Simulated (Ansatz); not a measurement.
Consider the hydrogenolysis of the Sn–Si bond: `C[Si](C)(C)[Sn]([Cl])([Cl])[Cl]` + H₂ → `[Cl][SnH]([Cl])[Cl]` + `C[SiH](C)C`.

Program: Ansatz. Geometries: PBE0-D4/def2-TZVP. ΔE: electronic, gas phase. CBS: MP2 limit from def2 TZ/QZ plus the TZ coupled-cluster correction, frozen cores. This one scheme is used for every species. Functionals use def2-TZVPP. def2 core potentials past Kr. For Sn outer-core shells are correlated without core-valence functions, which leaves a few kJ/mol of doubt a bond. One conformer a species, not always the lowest.

```json
{"level": "LDA (SPW92)", "ΔE (kcal/mol)": "12.6"}
{"level": "PBE-QIDH", "ΔE (kcal/mol)": "10.4"}
{"level": "PBE", "ΔE (kcal/mol)": "11.7"}
{"level": "BLYP", "ΔE (kcal/mol)": "9.1"}
{"level": "r2SCANh", "ΔE (kcal/mol)": "11.0"}
{"level": "r2SCAN0", "ΔE (kcal/mol)": "10.1"}
{"level": "RPA@PBE/def2-TZVPP", "ΔE (kcal/mol)": "9.2"}
{"level": "CCSD(T)/def2-SVP", "ΔE (kcal/mol)": "7.8"}
```

(1) What does CCSD(T)/CBS give? (An estimate is asked.)

Largest T1 diagnostic among the species: 0.011.

Results:

(1) Computed: +12.3 kcal/mol. The listed levels differ from it by 0.3, -1.9, -0.6, -3.2, -1.3, -2.2, -3.1, -4.5 kcal/mol.

From BLYP to BHLYP (50 % exact exchange), in def2-TZVPP and without D4, ΔE moves by −3.5 kcal/mol. In def2-TZVPP, CCSD(T) changes the Hartree–Fock value by +9.3 kcal/mol (the triples alone add +1.8 kcal/mol) and MP2 by +12.6 kcal/mol. The D4 term adds +5.6 kcal/mol with B3LYP and +3.4 kcal/mol with PBE0; it sums over pairs of atoms, weighted by their polarisabilities, and B3LYP, whose exchange is more repulsive, gets the larger term.

CCSD(T)/CBS has its own doubt, a few kJ/mol and more with outer-core shells, so smaller differences from it don't rank the levels.

B3LYP here is the variant with VWN-RPA as its local correlation; programs differ in this.
